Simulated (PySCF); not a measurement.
CH₁₁N₃Si₂. Atoms are numbered in the order given.

```xyz
17

C     -1.9632     1.3707    -0.5945
Si    -1.1502    -0.3321    -0.3989
N     -1.4888    -1.1717     1.1035
Si     1.1960    -0.0703    -0.3790
N      1.7861     1.5348    -0.0612
N      1.6443    -1.0785     0.9636
H     -1.7438     1.7841    -1.5940
H     -3.0591     1.3245    -0.4813
H     -1.5689     2.0799     0.1520
H     -1.6712    -1.1980    -1.5044
H     -0.9882    -0.8533     1.9294
H     -2.4416    -1.4317     1.3454
H      1.8133    -0.3827    -1.7121
H      2.0577     2.1398    -0.8288
H      1.4486     2.0704     0.7325
H      1.0825    -1.9047     1.1500
H      2.6171    -1.2108     1.2263
```
Charge 0, spin multiplicity 1.

Coordinates come from a B3LYP-D3(BJ)/def2-SVP optimisation. The structure was generated by enumeration; whether it is a known compound was not checked. Other conformers were not sampled.

Computed with PBE0/pcSseg-1 in PySCF.

GIAO shieldings, no solvent; atoms listed in one row are averaged. δ = σ(ref) − σ: ¹³C against TMS (σ = 186.3 ppm); ²⁹Si against TMS (σ = 352.7 ppm); ¹⁵N against NH3 (σ = 267.4 ppm); ¹H against TMS (σ = 31.56 ppm), references at their B3LYP-D3(BJ)/def2-TZVP geometries, non-relativistic.

Computed chemical shifts:
| nucleus | atoms | count | δ (ppm) |
|---|---|---|---|
| ¹³C | C1 | 1 | 4.7 |
| ²⁹Si | Si2 | 1 | -30.8 |
| ²⁹Si | Si4 | 1 | -31.5 |
| ¹⁵N | N6 | 1 | 27.4 |
| ¹⁵N | N5 | 1 | 20.0 |
| ¹⁵N | N3 | 1 | 13.5 |
| ¹H | H13 | 1 | 5.43 |
| ¹H | H10 | 1 | 4.86 |
| ¹H | H16 | 1 | 1.24 |
| ¹H | H17 | 1 | 1.00 |
| ¹H | H14 | 1 | 0.55 |
| ¹H | H11 | 1 | 0.47 |
| ¹H | H7, H8, H9 | 3 | 0.45 |
| ¹H | H15 | 1 | 0.43 |
| ¹H | H12 | 1 | 0.36 |
